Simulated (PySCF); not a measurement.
C3H4O2Si, SMILES O1C(=O)C=C[SiH2]1. Atoms are numbered in the order given.

```xyz
10

O      0.3814    -2.2812     0.0000
C      0.1230    -1.1149     0.0000
C     -1.2585    -0.5286     0.0000
C     -1.3406     0.8110     0.0000
Si     0.4224     1.4264     0.0000
O      1.0749    -0.1460     0.0000
H     -2.0997    -1.2275     0.0000
H     -2.2931     1.3456     0.0000
H      0.8424     2.1625    -1.2215
H      0.8424     2.1625     1.2215
```
Charge 0, spin multiplicity 1.

Geometry: PBE0-D3(BJ)/def2-SVP. The structure was generated by enumeration, and PubChem lists no compound with its InChIKey, so it may never have been made.

All values below come from B3LYP/pcSseg-1 (PySCF).

GIAO shieldings, no solvent; atoms alike by connectivity are averaged. δ = σ(ref) − σ: ¹⁷O against H2O (σ = 333.8 ppm); ¹³C against TMS (σ = 181.3 ppm); ²⁹Si against TMS (σ = 338.7 ppm); ¹H against TMS (σ = 31.68 ppm), references at their B3LYP-D3(BJ)/def2-TZVP geometries, non-relativistic.

| nucleus | atoms | count | δ (ppm) |
|---|---|---|---|
| ¹⁷O | O1 | 1 | 470.4 |
| ¹⁷O | O6 | 1 | 184.6 |
| ¹³C | C2 | 1 | 172.4 |
| ¹³C | C3 | 1 | 156.5 |
| ¹³C | C4 | 1 | 151.5 |
| ²⁹Si | Si5 | 1 | -10.4 |
| ¹H | H8 | 1 | 7.42 |
| ¹H | H7 | 1 | 7.11 |
| ¹H | H9, H10 | 2 | 5.48 |
